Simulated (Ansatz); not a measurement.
Start from `Cl[Si]1(Br)CC1` and change one atom or group to get `Cl[SiH]1CC1`.

Ansatz, PBE0-D4/def2-TZVP geometries, multiplicity 1. 

Scalar relativity is left out up to krypton.

| property | `Cl[Si]1(Br)CC1` |
| --- | --- |
| HOMO–LUMO gap (PBE/def2-TZVPP) / eV | 4.60 |
| LUMO energy (ωB97M-V/def2-TZVPP) / eV | 1.44 |
| HOMO energy (B3LYP/def2-TZVPP) / eV | -7.04 |
| size of the dipole moment (B3LYP/def2-TZVPP) / D | 1.31 |
| size of the dipole moment (PBE/def2-TZVPP) / D | 1.35 |
| LUMO energy (PBE0/def2-TZVPP) / eV | -0.51 |

Give the same properties after the change, and the shifts. (Best estimate.)

Ansatz gave: 
| property | `Cl[SiH]1CC1` | shift |
| --- | --- | --- |
| HOMO–LUMO gap (PBE/def2-TZVPP) / eV | 5.37 | 0.77 |
| LUMO energy (ωB97M-V/def2-TZVPP) / eV | 2.13 | 0.69 |
| HOMO energy (B3LYP/def2-TZVPP) / eV | -6.89 | 0.15 |
| size of the dipole moment (B3LYP/def2-TZVPP) / D | 1.22 | -0.09 |
| size of the dipole moment (PBE/def2-TZVPP) / D | 1.24 | -0.11 |
| LUMO energy (PBE0/def2-TZVPP) / eV | 0.41 | 0.92 |

With PBE0 the HOMO rises by 0.15 eV and the LUMO rises by 0.92 eV, so the gap widens by about 0.77 eV. PBE moves the HOMO by 0.12 eV and ωB97M-V by 0.14 eV. Dipoles are sizes alone; their direction can turn.

B3LYP here is the variant with VWN-RPA as its local correlation; programs differ in this.

Spin–orbit coupling is left out; it splits and shifts lone-pair levels of the heavy atoms by tenths of an eV.
